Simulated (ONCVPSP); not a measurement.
## LDA (Perdew-Zunger) ONCV dataset for Ni, fully relativistic all-electron reference.

The input file (ONCVPSP 4.0.1):

```
# ATOM AND REFERENCE CONFIGURATION
# atsym  z   nc   nv     iexc    psfile
  Ni 28.00    4    4        3      upf
#
#   n    l    f
    1    0    2.00
    2    0    2.00
    2    1    6.00
    3    0    2.00
    3    1    6.00
    3    2    8.00
    4    0    1.75
    4    1    0.25
#
# PSEUDOPOTENTIAL AND OPTIMIZATION
# lmax
    3
#
#   l,   rc,      ep,       ncon, nbas, qcut
    0    1.85    0.00    4    7    4.10
    1    1.05    0.00    4    7   13.80
    2    1.05    0.00    5    9   13.30
    3    2.00    0.26    3    7    5.70
#
# LOCAL POTENTIAL
# lloc, lpopt,  rc(5),   dvloc0
    2    5    1.05    0.00
#
# VANDERBILT-KLEINMAN-BYLANDER PROJECTORs
# l, nproj, debl
    0    3    1.70
    1    2    0.80
    2    0    2.20
    3    2    3.70
#
# MODEL CORE CHARGE
# icmod, fcfact, rcfact
    1    0.45    0.00
#
# LOG DERIVATIVE ANALYSIS
# epsh1, epsh2, depsh
   -4.00    5.00    0.02
#
# OUTPUT GRID
# rlmax, drl
    6.00    0.01
#
# TEST CONFIGURATIONS
# ncnf
    4
# nvcnf
#   n    l    f
    4
    3    1    6.00
    3    2    8.00
    4    0    2.00
    4    1    0.00
#
    4
    3    1    6.00
    3    2    8.00
    4    0    1.00
    4    1    0.00
#
    4
    3    1    6.00
    3    2    8.00
    4    0    0.00
    4    1    0.00
#
    4
    3    1    6.00
    3    2    8.00
    4    0    1.00
    4    1    1.00
#
```

Command:

```bash
oncvpspr.x < Ni.dat > Ni.out
```

Resulting log (shortened: citation, most of the input echo, consistency checks and plot data are left out):

```
ONCVPSP  (Optimized Norm-Conservinng Vanderbilt PSeudopotential)
relativistic version 4.0.1

#   n    l    f        energy (Ha)
    1    0    2.00    -3.0111215D+02
    2    0    2.00    -3.6015322D+01
    2    1    6.00    -3.0818886D+01    -3.1459878D+01
    3    0    2.00    -4.0790353D+00
    3    1    6.00    -2.6105528D+00    -2.6921629D+00
    3    2    8.00    -3.5118297D-01    -3.6003631D-01
    4    0    1.75    -2.2819468D-01
    4    1    0.25    -5.8636342D-02    -6.0815303D-02

Reference configufation results
  iterations    35
  all-electron total energy (Ha)   -1.51805596D+03

Begin loop to  construct optimized pseudo wave functions
and semi-local pseudopoentials for all angular momenta

   Wellstate for l =  0  n =  5 kap= -1
     eigenvalue =   1.4718
     asymptotic potential =   1.9718
     half-point radius =  3.0627

   Wellstate for l =  0  n =  6 kap= -1
     eigenvalue =   3.1718
     asymptotic potential =   3.6718
     half-point radius =  3.3414

Calculating optimized projector #   1

 for l=   0

    Fraction of norm inside rc  0.198916
    Optimizing pswf for qcut=   4.11 a_B^-1,  ecut=   8.44 Ha
    Residual kinetic energy error=  4.90D-05 Ha

    Energy error per electron        Cutoff
         Ha          eV             Ha
         0.01000     0.27211        3.47
         0.00100     0.02721        5.44
         0.00010     0.00272        7.41
         0.00001     0.00027       32.67

Calculating optimized projector #   2

 for l=   0

    Fraction of norm inside rc  0.229380
    Optimizing pswf for qcut=   4.11 a_B^-1,  ecut=   8.44 Ha
    Residual kinetic energy error=  4.19D-03 Ha

    Energy error per electron        Cutoff
         Ha          eV             Ha
         0.01000     0.27211        7.40
         0.00100     0.02721       11.21
         0.00010     0.00272       39.15
         0.00001     0.00027       50.82

Calculating optimized projector #   3

 for l=   0

    Fraction of norm inside rc  0.118849
    Optimizing pswf for qcut=   4.11 a_B^-1,  ecut=   8.44 Ha
    Residual kinetic energy error=  1.94D-02 Ha

    Energy error per electron        Cutoff
         Ha          eV             Ha
         0.01000     0.27211        9.10
         0.00100     0.02721       12.54
         0.00010     0.00272       39.01
         0.00001     0.00027       67.48

Calculating optimized projector #   1

 for l=   1

    Fraction of norm inside rc  0.818082
    Optimizing pswf for qcut=  13.79 a_B^-1,  ecut=  95.04 Ha
    Residual kinetic energy error=  8.41D-08 Ha

    Energy error per electron        Cutoff
         Ha          eV             Ha
         0.01000     0.27211       32.21
         0.00100     0.02721       40.74
         0.00010     0.00272       47.88
         0.00001     0.00027       54.41

Calculating optimized projector #   2

 for l=   1

    Fraction of norm inside rc  0.012721
    Optimizing pswf for qcut=  13.79 a_B^-1,  ecut=  95.04 Ha
    Residual kinetic energy error=  7.02D-09 Ha

    Energy error per electron        Cutoff
         Ha          eV             Ha
         0.01000     0.27211       18.01
         0.00100     0.02721       28.65
         0.00010     0.00272       37.49
         0.00001     0.00027       44.78

Calculating optimized projector #   1

 for l=   1

    Fraction of norm inside rc  0.827096
    Optimizing pswf for qcut=  13.79 a_B^-1,  ecut=  95.04 Ha
    Residual kinetic energy error=  7.78D-08 Ha

    Energy error per electron        Cutoff
         Ha          eV             Ha
         0.01000     0.27211       33.40
         0.00100     0.02721       42.46
         0.00010     0.00272       50.37
         0.00001     0.00027       56.14

Calculating optimized projector #   2

 for l=   1

    Fraction of norm inside rc  0.012849
    Optimizing pswf for qcut=  13.79 a_B^-1,  ecut=  95.04 Ha
    Residual kinetic energy error=  6.96D-09 Ha

    Energy error per electron        Cutoff
         Ha          eV             Ha
         0.01000     0.27211       18.70
         0.00100     0.02721       29.61
         0.00010     0.00272       38.84
         0.00001     0.00027       46.54

Calculating optimized projector #   1

 for l=   2

    Fraction of norm inside rc  0.633628
    Optimizing pswf for qcut=  13.31 a_B^-1,  ecut=  88.56 Ha
    Residual kinetic energy error=  3.69D-04 Ha

    Energy error per electron        Cutoff
         Ha          eV             Ha
         0.01000     0.27211       70.11
         0.00100     0.02721       82.58
         0.00010     0.00272      171.37
         0.00001     0.00027      270.08

Calculating optimized projector #   1

 for l=   2

    Fraction of norm inside rc  0.638319
    Optimizing pswf for qcut=  13.31 a_B^-1,  ecut=  88.56 Ha
    Residual kinetic energy error=  3.78D-04 Ha

    Energy error per electron        Cutoff
         Ha          eV             Ha
         0.01000     0.27211       70.26
         0.00100     0.02721       82.71
         0.00010     0.00272      173.24
         0.00001     0.00027      270.59

   Wellstate for l =  3  n =  4 kap= -4
     eigenvalue =   0.2600
     asymptotic potential =   0.7600
     half-point radius = 10.5980

   Wellstate for l =  3  n =  6 kap= -4
     eigenvalue =   3.9600
     asymptotic potential =   4.4600
     half-point radius =  3.6561

Calculating optimized projector #   1

 for l=   3

    Fraction of norm inside rc  0.001230
    Optimizing pswf for qcut=   5.70 a_B^-1,  ecut=  16.25 Ha
    Residual kinetic energy error=  6.01D-08 Ha

    Energy error per electron        Cutoff
         Ha          eV             Ha
         0.01000     0.27211        0.71
         0.00100     0.02721        1.40
         0.00010     0.00272        3.82
         0.00001     0.00027        8.18

Calculating optimized projector #   2

 for l=   3

    Fraction of norm inside rc  0.201326
    Optimizing pswf for qcut=   5.70 a_B^-1,  ecut=  16.25 Ha
    Residual kinetic energy error=  5.94D-03 Ha

    Energy error per electron        Cutoff
         Ha          eV             Ha
         0.01000     0.27211       15.20
         0.00100     0.02721       29.25
         0.00010     0.00272       69.10
         0.00001     0.00027      113.01

   Wellstate for l =  3  n =  4 kap=  3
     eigenvalue =   0.2600

   Wellstate for l =  3  n =  6 kap=  3
     eigenvalue =   3.9600

Calculating optimized projector #   1

 for l=   3

    Fraction of norm inside rc  0.001231
    Optimizing pswf for qcut=   5.70 a_B^-1,  ecut=  16.25 Ha
    Residual kinetic energy error=  6.02D-08 Ha

    Energy error per electron        Cutoff
         Ha          eV             Ha
         0.01000     0.27211        0.71
         0.00100     0.02721        1.40
         0.00010     0.00272        3.82
         0.00001     0.00027        8.19

Calculating optimized projector #   2

 for l=   3

    Fraction of norm inside rc  0.201384
    Optimizing pswf for qcut=   5.70 a_B^-1,  ecut=  16.25 Ha
    Residual kinetic energy error=  5.96D-03 Ha

    Energy error per electron        Cutoff
         Ha          eV             Ha
         0.01000     0.27211       15.21
         0.00100     0.02721       29.29
         0.00010     0.00272       69.13
         0.00001     0.00027      113.08

Construct Vanderbilt / Kleinmman-Bylander projectors

B matrix Hermiticity error, ll=  0  kap= -1
   1   2    9.0998D-05
   1   3   -1.6114D-04
   2   3    1.1791D-04

  Orthonormal projector coefficients  2.1492E+01 -9.2016E+00  4.2081E+00

B matrix Hermiticity error, ll=  1  kap= -2
   1   2    1.6750D-04

  Orthonormal projector coefficients  1.1752E+01 -6.3017E+00

B matrix Hermiticity error, ll=  1  kap=  1
   1   2    1.7673D-04

  Orthonormal projector coefficients  1.1509E+01 -6.2635E+00

B matrix Hermiticity error, ll=  3  kap= -4
   1   2   -6.5121D-06

  Orthonormal projector coefficients -1.3665E+01 -1.8213E+00

B matrix Hermiticity error, ll=  3  kap=  3
   1   2   -6.5124D-06

  Orthonormal projector coefficients -1.3540E+01 -1.8136E+00

 Orthonormal scalar projector coefficients, l =  1
  1.1671E+01 -6.2888E+00 -7.1816E-05  9.5715E-06

 Orthonormal spin-orbit projector coefficients, l =  1
  1.7673E-01 -5.8959E-02  1.9807E-02 -9.7784E-04

 Orthonormal scalar projector coefficients, l =  2

 Orthonormal spin-orbit projector coefficients, l =  2

 Orthonormal scalar projector coefficients, l =  3
 -1.3611E+01 -1.8180E+00 -1.3628E-06 -4.5854E-08

 Orthonormal spin-orbit projector coefficients, l =  3
 -3.8629E-02  6.4162E-04 -1.3937E-04  4.9742E-05

Model core correction analysis
  based on d2Exc/dn_idn_j

d2excae - all-electron derivatives

   -2.849291D-02   -2.168995D-02   -1.892968D-03   -6.424868D-04
   -2.169001D-02   -1.951275D-02   -2.894170D-03   -8.723744D-04
   -1.892966D-03   -2.894153D-03   -2.512137D-03   -7.438506D-04
   -6.424903D-04   -8.723808D-04   -7.438731D-04   -2.259233D-04

d2excps - pseudofunction derivatives with no core correction

   -4.453995D-02   -3.595951D-02   -2.104938D-03   -1.000906D-03
   -3.595968D-02   -3.084901D-02   -3.766488D-03   -1.302553D-03
   -2.105030D-03   -3.766704D-03   -3.480812D-03   -9.746740D-04
   -1.000906D-03   -1.302559D-03   -9.747143D-04   -3.011750D-04

rms 2nd derivative error    7.055815E-03

Polynomial model core charge

d2excps - pseudofunction derivatives with core correction

   -3.696264D-02   -3.039155D-02   -1.984922D-03   -8.320685D-04
   -3.039196D-02   -2.656108D-02   -3.616909D-03   -1.171884D-03
   -1.984908D-03   -3.616684D-03   -3.408794D-03   -9.572733D-04
   -8.320781D-04   -1.171873D-03   -9.573347D-04   -2.926465D-04

rms 2nd derivative error    4.146303E-03

Pseudoatom total energy -127.354086

Diagnostic tests using Vanderbilt-Kleinman-Bylander pseudopotentials
  relativistic with J = L +/- 1/2 projectors

   l  kap   rcore       rmatch      e in        delta e    norm test   slope test

   0  -1   1.8557213   1.9120650  -0.2281947  -0.0000003   1.0000212   1.0000157
run_diag_r: lschvkbbe ERROR   2   0  -1  60  1.47180531E+00  1.27462478E+00
   0  -1   1.8557213   1.9120650   1.4718053  -0.1971805   0.1011985   0.1388787
run_diag_r: lschvkbbe ERROR   3   0  -1  60  3.17180532E+00  2.80462478E+00
   0  -1   1.8557213   1.9120650   3.1718053  -0.3671805   0.4462044   0.2555710

   1  -2   1.0512465   1.0831647  -2.6105528  -0.0000413   1.0002272   1.0002612
   1   1   1.0512465   1.0831647  -2.6921629  -0.0000182   1.0002419   1.0002438
   1  -2   1.0512465   1.0831647  -0.0586363   0.0000023   1.0000581   1.0000741
   1   1   1.0512465   1.0831647  -0.0608153   0.0000070   1.0001264   1.0001409

   2  -3   1.0512465   1.0831647  -0.3511830  -0.0035280   1.0004367   0.9953290
   2   2   1.0512465   1.0831647  -0.3600363   0.0053254   0.9993241   1.0070116

   3  -4   2.0057948   2.0666950   0.2600000  -0.0000405   1.0000338   1.0000338
   3   3   2.0057948   2.0666950   0.2599984  -0.0000359   1.0000308   1.0000308
   3  -4   2.0057948   2.0666950   3.9600000  -0.0000199   0.9999491   0.9999491
   3   3   2.0057948   2.0666950   3.9598132  -0.0000199   0.9999390   0.9999390

Diagnostic tests using Vanderbilt-Kleinman-Bylander pseudopotentials
  relativistic with scalar and spin-orbit non-local projectors

   l  kap   rcore       rmatch      e in        delta e    norm test   slope test

   0  -1   1.8557213   1.9120650  -0.2281947  -0.0000003   1.0000212   1.0000157
run_diag_r: lschvkbbe ERROR   2   0  -1  60  1.47180531E+00  1.27462478E+00
   0  -1   1.8557213   1.9120650   1.4718053  -0.1971805   0.1011985   0.1388787
run_diag_r: lschvkbbe ERROR   3   0  -1  60  3.17180532E+00  2.80462478E+00
   0  -1   1.8557213   1.9120650   3.1718053  -0.3671805   0.4462044   0.2555710

   1  -2   1.0512465   1.0831647  -2.6105528  -0.0000265   1.0002257   1.0002647
   1   1   1.0512465   1.0831647  -2.6921629  -0.0000034   1.0002405   1.0002471
   1  -2   1.0512465   1.0831647  -0.0586363   0.0000025   1.0000793   1.0000764
   1   1   1.0512465   1.0831647  -0.0608153   0.0000073   1.0001434   1.0001429

   2  -3   1.0512465   1.0831647  -0.3511830  -0.0035280   1.0004367   0.9953290
   2   2   1.0512465   1.0831647  -0.3600363   0.0053254   0.9993241   1.0070116

   3  -4   2.0057948   2.0666950   0.2600000  -0.0000402   1.0000338   1.0000338
   3   3   2.0057948   2.0666950   0.2599984  -0.0000356   1.0000307   1.0000307
   3  -4   2.0057948   2.0666950   3.9600000  -0.0000187   0.9999491   0.9999491
   3   3   2.0057948   2.0666950   3.9598132  -0.0000186   0.9999390   0.9999390

Ghost test for J = L + 1/2

 Testing for bound ghosts
   n   l    E NL Schr. Eq   E Basis Diag.   E Cutoff

       0                       -4.263382     75.46  WARNING - GHOST(-)
   1   0       -0.228195       -0.211387     75.46

   2   1       -2.610594       -2.610269    201.74
   3   1       -0.058634        0.519798    201.74

 Testing for highly-localized positive-energy ghosts
       l    <radius>/rc     E Basis Diag.   E Cutoff

       0        0.300325        8.149093     75.46  WARNING - GHOST(+)

       3        0.434013        1.295026     72.38  WARNING - GHOST(+)

Ghost test for J = L - 1/2

 Testing for bound ghosts
   n   l    E NL Schr. Eq   E Basis Diag.   E Cutoff

       0                       -4.263382     75.46  WARNING - GHOST(-)
   1   0       -0.228195       -0.211387     75.46

   2   1       -2.692181       -2.691893    201.74
   3   1       -0.060808        0.503372    201.74

 Testing for highly-localized positive-energy ghosts
       l    <radius>/rc     E Basis Diag.   E Cutoff

       0        0.300325        8.149093     75.46  WARNING - GHOST(+)

       3        0.380461        1.409173     72.38  WARNING - GHOST(+)

Test configuration 0

   n   l kap    f        eae           eps        diff
   1   0  -1  2.0000 -301.11214626
   2   0  -1  2.0000  -36.01532199
   2   1  -2  4.0000  -30.81888610
   2   1   1  2.0000  -31.45987810
   3   0  -1  2.0000   -4.07903528
   3   1  -2  4.0000   -2.61055277   -2.61059403   -4.13E-05
   3   1   1  2.0000   -2.69216292   -2.69218117   -1.82E-05
   3   2  -3  4.8000   -0.35118297   -0.35471095   -3.53E-03
   3   2   2  3.2000   -0.36003631   -0.35471095    5.33E-03
   4   0  -1  1.7500   -0.22819468   -0.22819501   -3.24E-07
   4   1  -2  0.1667   -0.05863634   -0.05863406    2.29E-06
   4   1   1  0.0833   -0.06081530   -0.06080826    7.04E-06

    Total energies and differences
      AE_ref= -1.51805596E+03  AE_tst= -1.51805596E+03  dif=  0.00E+00
      PS_ref= -1.27354086E+02  PS_tst= -1.27354086E+02  dif= -1.71E-13
      PSP excitation error=  1.71E-13

Test configuration 1

   n   l kap    f        eae           eps        diff
   1   0  -1  2.0000 -301.09273356
   2   0  -1  2.0000  -35.99688012
   2   1  -2  4.0000  -30.80038760
   2   1   1  2.0000  -31.44137173
   3   0  -1  2.0000   -4.05969907
   3   1  -2  4.0000   -2.59117020   -2.59186460   -6.94E-04
   3   1   1  2.0000   -2.67279803   -2.67349217   -6.94E-04
   3   2  -3  4.8000   -0.33227593   -0.33621963   -3.94E-03
   3   2   2  3.2000   -0.34111584   -0.33621963    4.90E-03
   4   0  -1  2.0000   -0.21555518   -0.21546299    9.22E-05
   4   1  -2  0.0000   -0.04863355   -0.04863355    0.00E+00
   4   1   1  0.0000   -0.05073666   -0.05073666    0.00E+00

    Total energies and differences
      AE_ref= -1.51805596E+03  AE_tst= -1.51809782E+03  dif= -4.19E-02
      PS_ref= -1.27354086E+02  PS_tst= -1.27395933E+02  dif= -4.18E-02
      PSP excitation error= -1.22E-05

Test configuration 2

   n   l kap    f        eae           eps        diff
   1   0  -1  2.0000 -301.43235713
   2   0  -1  2.0000  -36.32920723
   2   1  -2  4.0000  -31.13332181
   2   1   1  2.0000  -31.77437525
   3   0  -1  2.0000   -4.39738901
   3   1  -2  4.0000   -2.92929141   -2.92742938    1.86E-03
   3   1   1  2.0000   -3.01079079   -3.00884815    1.94E-03
   3   2  -3  4.8000   -0.66747855   -0.66991709   -2.44E-03
   3   2   2  3.2000   -0.67640924   -0.66991709    6.49E-03
   4   0  -1  1.0000   -0.49653123   -0.49702255   -4.91E-04
   4   1  -2  0.0000   -0.28529088   -0.28529088    0.00E+00
   4   1   1  0.0000   -0.28930483   -0.28930483    0.00E+00

    Total energies and differences
      AE_ref= -1.51805596E+03  AE_tst= -1.51774499E+03  dif=  3.11E-01
      PS_ref= -1.27354086E+02  PS_tst= -1.27042970E+02  dif=  3.11E-01
      PSP excitation error= -1.48E-04

Test configuration 3

psatom_r: WARNING lschvkbb convergence error n,l,kap,iter=   3   1  -2

ea(ii),et,emin,emax -6.331060E-02 -6.964166E-02 -6.964166E-02 -6.964166E-02
run_config_r: WARNING for fully non-local PS atom,
 WARNING no output for configuration 4

Test configuration 4

   n   l kap    f        eae           eps        diff
   1   0  -1  2.0000 -301.16504314
   2   0  -1  2.0000  -36.06541155
   2   1  -2  4.0000  -30.86912114
   2   1   1  2.0000  -31.51013494
   3   0  -1  2.0000   -4.13174699
   3   1  -2  4.0000   -2.66336935   -2.66132212    2.05E-03
   3   1   1  2.0000   -2.74493213   -2.74278569    2.15E-03
   3   2  -3  4.8000   -0.40250617   -0.40470365   -2.20E-03
   3   2   2  3.2000   -0.41139915   -0.40470365    6.70E-03
   4   0  -1  1.0000   -0.26119016   -0.26156711   -3.77E-04
   4   1  -2  0.6667   -0.08231327   -0.08232754   -1.43E-05
   4   1   1  0.3333   -0.08483909   -0.08485160   -1.25E-05

    Total energies and differences
      AE_ref= -1.51805596E+03  AE_tst= -1.51792586E+03  dif=  1.30E-01
      PS_ref= -1.27354086E+02  PS_tst= -1.27223860E+02  dif=  1.30E-01
      PSP excitation error= -1.33E-04
```

Note: ghosts flagged at negative energy: s at -116.0 eV; GHOST(+) flagged for f7/2 at 35.2 eV, f5/2 at 38.3 eV, s at 221.7 eV. A true bound ghost makes a file unfit for plane-wave use.

The run took about 4.7 s on one core of a shared server CPU.
